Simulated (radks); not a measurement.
The numbers below are computed, except where a source is named.
All-electron atom: the oxygen ion O2+ in [He] 2s2 2p2.

Code: a radial shooting solver on a logarithmic mesh with Libxc functionals. Model: scalar-relativistic Kohn-Sham, BP86, spin-unpolarised, spherical densities, point nucleus.

Energy parts (eV):
part                     energy
total                 -1992.812
kinetic                1991.725
electron-nucleus      -4512.676
Hartree                 728.388
exchange-correlation   -200.249

Orbitals (lengths in bohr, moments of r in powers of bohr; r(max) is where P^2 peaks; r(90%) holds 90 % of the orbital's charge):
orbital  occ.  eigenvalue (eV)  r(max)  r(90%)
1s          2        -558.2849  0.1291   0.357
2s          2         -58.4580  0.8311    1.61
2p          2         -43.3192  0.7422    1.66

The highest occupied level is 2p at -43.319 eV. For comparison, the ionisation energy in NIST's Atomic Spectra Database is 54.936 eV (semi-empirical). In exact Kohn-Sham theory the highest level is minus the ionisation energy, but local and semilocal functionals leave it too shallow, through self-interaction and a potential that decays too fast; potentials with the right tail come closer. Summed over all electrons, <r^2> = 5.113 bohr^2, which gives a Langevin (diamagnetic) susceptibility term of -4.05 x 10^-6 cm^3/mol. The density falls to 0.001 e/bohr^3 at r = 2.57 bohr.

Beside tabulated values, note that spin-unpolarised runs miss the spin-polarisation part of the exchange energy of open shells.
